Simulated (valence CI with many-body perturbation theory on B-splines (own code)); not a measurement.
## Energy levels of Dy XXXVI

Method: valence CI with perturbative core correlation (CI+MBPT): three valence electrons over a frozen Dirac-Fock core [Ar] 3d10, a basis of 11 s, 11 p, 10 d, 8 f, 5 g, 2 h functions for each j, with the one-electron correlation potential Σ1 (screened to all orders), the two-electron term Σ2, the three-electron term Σ3, Breit, model QED; selected single and double excitations, second order for the rest, scaled by the run's own slope (own B-spline code, finite nucleus).

No measured spectrum was set against this ion. As an estimate, large intervals hold to a few tenths of a per cent, small ones and those within an open d or f shell to about a per cent.

Levels 46 to 90 of 189, with energies above the lowest level, (4s^2 4p1/2) J=1/2. "Leading %" is the weight of the configuration and term that name the level; weights of strongly mixed levels are sums over their largest components and can fall short, so below about 35 % the name and the second component can differ from the true leading terms, or belong to a minority configuration. In the jj column 3d3/2^4 stands for four electrons in 3d with j = 3/2. Lifetimes count E1, E2, E3, M1 and M2 decay at the calculated energies, and are blank where another channel may lead or the interval is too uncertain; long ones can be off by a factor of two.

```tsv
No.	Configuration	Term	J	E (eV)	Leading %	g	Lifetime	Leading jj
46	4p2 4d	2G	7/2	384.15	44	1.035	12.7 ps	4p1/2 4p3/2 4d3/2 (84 %)
47	4p2 4d	4F	3/2	384.57	38	0.938	4.01 ps	4p1/2 4p3/2 4d3/2 (96 %)
48	4p2 4d	4D	1/2	385.15	82	0.148	4.12 ps	4p1/2 4p3/2 4d3/2 (99 %)
49	4p2 4d	4D	7/2	393.03	38	1.302	11.7 ps	4p1/2 4p3/2 4d5/2 (86 %)
50	4p2 4d	2F	5/2	395.64	25	1.138	1.66 ps	4p1/2 4p3/2 4d3/2 (66 %)
51	4p2 4d	2G	9/2	397.09	54	1.198	12.6 ps	4p1/2 4p3/2 4d5/2 (90 %)
52	4p2 4d	2D	3/2	397.10	41	1.073	1.58 ps	4p1/2 4p3/2 4d3/2 (68 %)
53	4p2 4d	4P	1/2	400.02	40	1.846	1.29 ps	4p1/2 4p3/2 4d3/2 (93 %)
54	4p2 4d	4D	5/2	400.45	25	1.091	3.24 ps	4p1/2 4p3/2 4d5/2 (66 %)
55	4p2 4d	2P	3/2	401.42	47	1.475	1.98 ps	4p1/2 4p3/2 4d5/2 (69 %)
56	4p2 4d	2F	7/2	401.94	33	1.109	4.12 ps	4p1/2 4p3/2 4d5/2 (62 %)
57	4p2 4d	2D	5/2	403.31	30	1.024	2.39 ps	4p1/2 4p3/2 4d5/2 (48 %)
58	4s 4p 4f	4G	5/2	404.76	34	0.980	2.91 ps	4p1/2 4p3/2 4d5/2 (40 %)
59	4s 4p 4f	4G	7/2	406.33	54	1.059	3.33 ps	4s 4p1/2 4f5/2 (48 %)
60	4s 4p 4f	4F	3/2	409.36	57	0.599	3.74 ps	4s 4p1/2 4f5/2 (87 %)
61	4s 4p 4f	4F	5/2	410.13	35	1.106	3.27 ps	4s 4p1/2 4f5/2 (55 %)
62	4s 4p 4f	4G	9/2	410.58	34	1.197	5.27 ps	4s 4p1/2 4f7/2 (86 %)
63	4s 4p 4f	4D	7/2	411.16	46	1.275	2.80 ps	4s 4p1/2 4f7/2 (75 %)
64	4p2 4d	2D	3/2	412.89	66	0.885	2.64 ps	4p1/2 4p3/2 4d5/2 (88 %)
65	4p2 4d	2P	1/2	413.68	63	1.074	2.28 ps	4p1/2 4p3/2 4d5/2 (92 %)
66	4s 4p 4f	2G	7/2	421.17	41	0.972	2.71 ps	4s 4p1/2 4f7/2 (40 %)
67	4s 4p 4f	2F	5/2	425.14	22	1.034	1.56 ps	4s 4p1/2 4f7/2 (33 %)
68	4s 4d2	4F	3/2	437.28	68	0.581	999 fs	4s 4d3/2^2 (80 %)
69	4s 4d2	4F	5/2	438.58	25	1.140	1.11 ps	4s 4d3/2^2 (52 %)
70	4p2 4d	2P	1/2	440.79	33	1.321	1.45 ps	4p3/2^2 4d3/2 (57 %)
71	4p2 4d	2F	7/2	440.98	31	1.071	2.17 ps	4p3/2^2 4d3/2 (46 %)
72	4p2 4d	4P	3/2	441.54	20	1.003	1.54 ps	4p3/2^2 4d3/2 (60 %)
73	4s 4d2	4F	5/2	442.08	59	1.076	1.63 ps	4s 4d3/2 4d5/2 (48 %)
74	4p2 4d	4F	9/2	443.04	38	1.215	3.64 ps	4p3/2^2 4d5/2 (50 %)
75	4p2 4d	4D	7/2	443.09	40	1.268	3.87 ps	4p3/2^2 4d5/2 (69 %)
76	4s 4d2	4P	1/2	445.78	74	2.287	1.21 ps	4s 4d3/2^2 (53 %)
77	4s 4d2	4F	7/2	446.11	76	1.229	1.82 ps	4s 4d3/2 4d5/2 (64 %)
78	4s 4d2	4P	3/2	450.62	88	1.659	1.32 ps	4s 4d3/2 4d5/2 (93 %)
79	4s 4d2	4P	5/2	451.22	61	1.417	1.25 ps	4s 4d3/2 4d5/2 (79 %)
80	4s 4d2	4F	9/2	452.15	58	1.296	3.05 ps	4s 4d5/2^2 (56 %)
81	4p2 4d	2D	3/2	453.15	52	0.860	1.41 ps	4p3/2^2 4d3/2 (73 %)
82	4s 4d2	2G	9/2	453.69	32	1.173	3.33 ps	4s 4d3/2 4d5/2 (32 %)
83	4s 4d2	2G	7/2	455.23	54	0.933	1.92 ps	4s 4d3/2 4d5/2 (48 %)
84	4s 4p 4f	2D	3/2	456.45	19	1.147	2.39 ps	4s 4d5/2^2 (32 %)
85	4p2 4d	2S	1/2	456.72	32	1.829	1.67 ps	4p3/2^2 4d5/2 (63 %)
86	4s 4p 4f	4G	11/2	457.39	100	1.270	4.15 ps	4s 4p3/2 4f7/2 (100 %)
87	4s 4p 4f	2F	5/2	457.82	20	1.089	1.94 ps	4p3/2^2 4d5/2 (36 %)
88	4s 4p 4f	4D	5/2	458.96	26	1.133	2.11 ps	4s 4p3/2 4f5/2 (51 %)
89	4s 4p 4f	4F	7/2	459.45	45	1.190	1.78 ps	4s 4p3/2 4f5/2 (58 %)
90	4s 4p 4f	4D	3/2	459.75	46	1.010	1.83 ps	4s 4p3/2 4f5/2 (46 %)
```

Where two levels of one J and parity lie close, their mixing, g and order are uncertain.
